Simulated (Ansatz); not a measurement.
Isolated molecules relaxed with PBE0-D4/def2-TZVP in Ansatz; ΔE leaves out vibrations. CCSD(T)/CBS adds triple-zeta CCSD(T) − MP2 to the extrapolated MP2 energy (def2 sets, frozen cores). Functionals use def2-TZVPP. B3LYP here is the variant with VWN-RPA as its local correlation; programs differ in this. Each species was taken in one conformer, which may not be the lowest.

Consider the cleavage of the Si–Si bond: `N=CC[SiH2][SiH3]` + `BN[SiH2]F` → `BN([SiH3])[SiH2]F` + `N=CC[SiH3]`.

`N=CC[SiH2][SiH3]`:

```xyz
14

N    -1.559   -1.015    1.570
C    -1.722   -0.352    0.505
C    -1.075    0.932    0.116
Si    0.359    0.636   -1.094
Si    1.979   -0.752   -0.130
H    -0.918   -0.533    2.205
H    -2.394   -0.785   -0.244
H    -0.679    1.452    0.994
H    -1.792    1.592   -0.383
H    -0.170    0.013   -2.339
H     0.955    1.953   -1.454
H     1.473   -2.142    0.009
H     2.339   -0.236    1.220
H     3.204   -0.764   -0.974
```

`BN[SiH2]F`:

Z-matrix (Å, degrees):
```
Si
N 1 1.727
F 1 1.598 2 110.7
H 1 1.480 2 109.5 3 -116.8
H 1 1.475 2 108.4 3 118.5
B 2 1.404 1 125.5 3 -100.6
H 2 1.011 1 117.4 3 78.3
H 6 1.197 2 118.6 1 -0.9
H 6 1.196 2 119.8 1 179.4
```

`BN([SiH3])[SiH2]F`:

```xyz
12

B    -0.065    0.482    1.585
N    -0.043    0.064    0.235
Si    0.867    1.054   -0.902
Si   -0.858   -1.381   -0.263
F     0.218   -2.521   -0.572
H    -0.652   -0.161    2.407
H     0.506    1.492    1.894
H     0.780    0.403   -2.234
H     2.284    1.141   -0.480
H     0.281    2.414   -0.971
H    -1.586   -1.138   -1.528
H    -1.732   -1.850    0.829
```

`N=CC[SiH3]`:

```xyz
11

N    -0.661    1.443    1.641
C    -0.757    0.315    1.079
C    -0.628   -0.003   -0.372
Si    1.069   -0.738   -0.766
H    -0.500    2.182    0.953
H    -0.926   -0.547    1.733
H    -1.380   -0.743   -0.669
H    -0.770    0.892   -0.985
H     1.117   -1.145   -2.195
H     2.124    0.274   -0.505
H     1.313   -1.930    0.088
```

(1) Is it downhill or uphill in electronic energy at CCSD(T)/CBS, and by how much? (Best estimate.)

(2) What do these levels give: PBE-D4, PBE0-D4, ωB97X-V, PBE, PBE0, B3LYP? (An estimate is asked.)

Largest T1 diagnostic among the species: 0.013.

Results:

(1) The calculation gave: Downhill: ΔE = -38.0 kJ/mol.

(2) The calculation gave: PBE-D4 -15.9, PBE0-D4 -21.9, ωB97X-V -33.9, PBE -15.0, PBE0 -21.4, B3LYP -32.0 kJ/mol.

In def2-TZVPP, CCSD(T) changes the Hartree–Fock value by +12.6 kJ/mol (the triples alone add +1.5 kJ/mol) and MP2 by +5.2 kJ/mol. From PBE to PBE0 (25 % exact exchange), in def2-TZVPP and without D4, ΔE moves by −6.4 kJ/mol.
